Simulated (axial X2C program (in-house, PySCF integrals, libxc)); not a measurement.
Spin–orbit effects along a row: molecules with Be, HF

Computed with an in-house all-electron X2C program for linear molecules (integrals from PySCF), spin-free (one-electron X2C) or two-component (2c: spin–orbit coupling with atomic mean-field Coulomb and Gaunt terms, which also bring small scalar terms), in Dyall basis sets with cores contracted in-house; open shells are unrestricted.

Basis sets: Ag dyall-cv3z, Be dyall-cv3z, I dyall-cv3z, Mo dyall-cv3z, Nb dyall-cv3z, Pd dyall-cv3z, Sb dyall-cv3z.

```
molecule   spin-free state  Re (Å)  ωe (cm⁻¹)  De (eV)  2c state  Re 2c (Å)  ωe 2c (cm⁻¹)  De 2c (eV)
    BeNb  M_S = 5/2, Λ = 2   2.679      270.4     0.25   Ω = 1/2      2.678         270.3         n/a
    BeMo    M_S = 3, Λ = 0   2.807      196.1     0.17     Ω = 3      2.808         195.7        0.17
    BePd    M_S = 0, Λ = 0   1.989      494.1      n/a     Ω = 0      1.988         494.2         n/a
    BeAg  M_S = 1/2, Λ = 0   2.422      298.3     0.39   Ω = 1/2      2.421         298.2        0.39
    BeSb  M_S = 3/2, Λ = 0   2.413      449.6     0.60   Ω = 3/2      2.411         446.9        0.59
     BeI  M_S = 1/2, Λ = 0   2.201      611.9     2.35   Ω = 1/2      2.204         608.3        2.05
```

(1) Work out the shifts from the spin-free to the two-component result.

Each entry is the lowest single determinant of a limited PBE0 search at one distance. De goes to single-determinant-based atoms at the same level (for ions the charge split of lowest energy) and is withheld (n/a) where an atom does not fit its ground term or J level. Main or longest-lived isotopes. One determinant is a doubtful description, or other states lie close, for BeNb, BeMo, BeAg, BeSb; these need not be ground states, and all values refer to the states named. Some open-shell Ω = 0 determinants are out of reach, so the Ω given for BeMo need not be the lowest component. With several unpaired electrons the Ω given is that of one determinant, not necessarily of the lowest component.

Answers

(1) 

| molecule | 2c state | ΔRe (Å) | Δωe (cm⁻¹) | ΔDe (eV) |
| --- | --- | --- | --- | --- |
| BeNb | Ω = 1/2 | -0.001 | -0.1 | n/a |
| BeMo | Ω = 3 | 0.001 | -0.4 | 0.00 |
| BePd | Ω = 0 | -0.001 | 0.1 | n/a |
| BeAg | Ω = 1/2 | -0.001 | -0.1 | 0.00 |
| BeSb | Ω = 3/2 | -0.002 | -2.7 | -0.01 |
| BeI | Ω = 1/2 | 0.003 | -3.6 | -0.30 |

Shifts of one unit in the last digit are rounding.
